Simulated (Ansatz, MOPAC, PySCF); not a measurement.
Dimer: H2O (SMILES O) (first 3 atoms) with AsH3 (SMILES [AsH3]); geometry from B3LYP-D3(BJ)/def2-TZVP.
(charge 0, multiplicity 1):
| atom | x (Å) | y (Å) | z (Å) |
|---|---|---|---|
| O | -0.0488 | 0.6324 | -0.5999 |
| H | -0.9101 | 0.3057 | -0.8787 |
| H | -0.0010 | 0.4395 | 0.3458 |
| As | 0.2318 | -0.4549 | 2.8788 |
| H | -0.1980 | 0.2350 | 4.1649 |
| H | 1.6460 | -0.6984 | 3.3822 |
| H | -0.2586 | -1.8168 | 3.3483 |

Monomers are frozen at their geometry in the pair; levels with a basis set take the counterpoise correction. Rows marked so take none.

Rows in 6-31G* carry no dispersion term and start afresh at each structure (6-31G* with six Cartesian d functions); the Pople sets are all-electron and without relativity. The state reached by PM7 isn't checked; PM7 holds dispersion and hydrogen-bond terms.

Programs: Ansatz (Gaussian orbitals); MOPAC for PM7 (differences of heats of formation); PySCF for 6-31G* rows, the dispersion terms. Each number belongs to the level named beside it.

Question: One of these levels gives -91.6 meV for the interaction energy. Which one is it?
A) HF/6-31G* (no counterpoise)
B) PM7
C) BLYP-D4/def2-TZVPPD
D) PBE-D4/def2-TZVPPD

Answer: C, BLYP-D4/def2-TZVPPD. The others give 19.9 (PM7), -32.4 (HF/6-31G* (no counterpoise)), -116.8 (PBE-D4/def2-TZVPPD)

Ansatz is an electronic-structure program.
